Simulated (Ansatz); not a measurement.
The same path of BClH5NO (9 atoms, charge 0, multiplicity 1) was run twice with different band settings. Lost on the way: B1–Cl2, N6–H9. Made: Cl2–H9.

Method: RKS PBE0-D4/def2-SVP (Ansatz).

Relaxed end points:

```xyz
9
Properties=species:S:1:pos:R:3
B 0.069 0.171 0.256
Cl 0.125 -0.777 1.889
O 1.251 0.112 -0.512
H 1.331 -0.733 -0.960
H -1.004 -0.027 -0.300
N 0.063 1.712 0.765
H 0.936 1.878 1.272
H 0.015 2.356 -0.027
H -0.717 1.885 1.400
```

```xyz
9
Properties=species:S:1:pos:R:3
B 0.236 0.576 -0.388
Cl -0.597 -0.126 3.000
O 1.421 -0.060 -0.577
H 1.334 -0.855 -1.110
H -0.797 0.198 -0.893
N 0.214 1.707 0.470
H 1.080 2.134 0.782
H -0.578 2.335 0.488
H -0.247 0.666 2.012
```

Common settings: movable images 9; climbing image yes; spring 5.0 eV/Å²; optimiser quadratic models (default); start path through a guess of the saddle point; force threshold 0.03 eV/Å; end points relaxed.

| run | iteration limit |
| --- | --- |
| 1 | 60 |
| 2 | 10 |

(1) What does each run give, and how far can it be trusted?

Results:

(1) Run 1: converged after 14 iterations, highest image 0.832 eV above the first end. A vibrational analysis at the climbing image gives one clearly imaginary mode, 684i cm⁻¹: a first-order saddle point.
Run 2: not converged after 10 iterations, highest image 0.824 eV above the first end. The band didn't meet its force threshold, so its energies are provisional: the largest band force was still 0.35 eV/Å, and over the last iterations the top moved between 0.82 and 0.91 eV.
The orbitals stay closed-shell, which can raise the energy where a bond breaks towards radicals; this wasn't checked here.
